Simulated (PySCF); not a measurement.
SMILES C[Si](C)[Te][Si](C)(C)C (C5H15Si2Te), doublet (GFN2-xTB optimised geometry):

```
23

C     -0.732     2.459    -1.756
Si    -0.931     1.715     0.000
C     -2.731     2.093     0.520
Te    -0.683    -0.805     0.000
Si     1.823    -0.805     0.000
C      2.562     0.014    -1.554
C      2.511     0.092     1.533
C      2.347    -2.631     0.040
H      0.231     2.206    -2.187
H     -0.817     3.541    -1.746
H     -1.504     2.070    -2.416
H     -2.918     3.161     0.567
H     -3.428     1.665    -0.197
H     -2.956     1.670     1.493
H      2.381     1.084    -1.550
H      2.125    -0.394    -2.461
H      3.636    -0.137    -1.609
H      2.166    -0.380     2.448
H      3.596     0.085     1.546
H      2.182     1.127     1.553
H      3.428    -2.732     0.065
H      1.948    -3.132     0.916
H      1.985    -3.161    -0.835
```

Computed with unrestricted B3LYP/def2-SVP, def2 effective core potentials past Kr (PySCF 2.14.0).

**Question.** What are the frontier orbital energies (α orbitals alone; a β orbital can be the lowest empty one) and the dipole moment?

**Answer.** HOMO-2 -7.57 eV, HOMO-1 -6.04 eV, HOMO -5.15 eV, LUMO -0.04 eV, LUMO+1 0.49 eV; dipole moment 1.28 D.

On the same geometry unrestricted PBE/def2-SVP, def2 effective core potentials past Kr (PySCF) gives HOMO-2 -6.71 eV, HOMO-1 -5.25 eV, HOMO -4.36 eV, LUMO -0.67 eV, LUMO+1 -0.20 eV; dipole moment 1.22 D.
